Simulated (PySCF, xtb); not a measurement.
Si(H)2(Br)(NH2) (BrH4NSi), SMILES Br[SiH2]N.

xtb with GFN2-xTB at its own geometry gives an orbital gap of 5.83 eV and a dipole moment of 6.28 D.

The structure is a stationary point at B3LYP-D3(BJ)/def2-SVP. One conformer was computed; it need not be the lowest.

**Question.** What does PBE/def2-TZVPD run with PySCF give? (An estimate is asked for; the answer gives what the named calculation found.)

**Answer.** gap 5.68 eV (levels -6.60 and -0.92 eV), dipole 2.05 D.
